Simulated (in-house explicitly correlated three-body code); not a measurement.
Values are calculated unless marked as measured or tabulated.
# Two electrons around a charge Z: highest levels of functionals against the exact one

The exact non-relativistic ground state comes from a variational code in 260 exponentially correlated functions, the Kohn-Sham parts from inverting its density (past Z = 6 the correlation energy is taken as exact minus Hartree-Fock, equal to within microhartrees), and self-consistent runs (Hartree-Fock is restricted) from a B-spline radial code. Z may be fractional; the second electron is bound down to Z = 0.911.

The exact Kohn-Sham level equals minus the binding energy. «Unbound» marks a run whose level isn't bound or that didn't converge.

| Z | exact (eV) | Hartree-Fock (eV) | RPBE (eV) | BLYP (eV) | r2SCAN0 (eV) | B3LYP VWN-RPA (eV) |
| --- | --- | --- | --- | --- | --- | --- |
| 1.3 | -5.031 | -5.491 | -0.7624 | -0.7513 | -2.224 | -1.9 |
| 1.58 | -11.26 | -11.68 | -5.165 | -5.203 | -7.234 | -6.745 |
| 1.98 | -23.85 | -24.24 | -15.21 | -15.3 | -18.11 | -17.36 |
| 2.66 | -55.24 | -55.59 | -42.29 | -42.43 | -46.61 | -45.35 |
| 3.16 | ? | ? | ? | ? | ? | ? |
| 4.1 | ? | ? | ? | ? | ? | ? |
| 5 | -259.4 | -259.7 | -231.6 | -231.8 | -240.8 | -237.6 |
| 6.7 | -501.1 | -501.4 | -462.6 | -462.8 | -475.3 | -470.7 |
| 8.1 | -759.2 | -759.5 | -711.9 | -712.1 | -727.5 | -721.7 |
| 10 | -1195 | -1195 | -1135 | -1136 | -1155 | -1148 |

Task: What belongs in the row Z = 4.1?

Result: exact (eV): -163.2; Hartree-Fock (eV): -163.5; RPBE (eV): -141.2; BLYP (eV): -141.4; r2SCAN0 (eV): -148.5; B3LYP VWN-RPA (eV): -146.1.

Task: What belongs in the row Z = 3.16?

Result: exact (eV): -86.34; Hartree-Fock (eV): -86.67; RPBE (eV): -70.23; BLYP (eV): -70.4; r2SCAN0 (eV): -75.59; B3LYP VWN-RPA (eV): -73.94.

Task: Why do the levels of the functionals lie above the exact one?

Result: Semilocal exchange-correlation potentials fall off faster than the exact −1/r, since they don't cancel the electron's repulsion by itself; hybrids restore a share of the tail, and range-separated ones all of it at long range. Hartree-Fock has the tail but lacks relaxation and correlation.
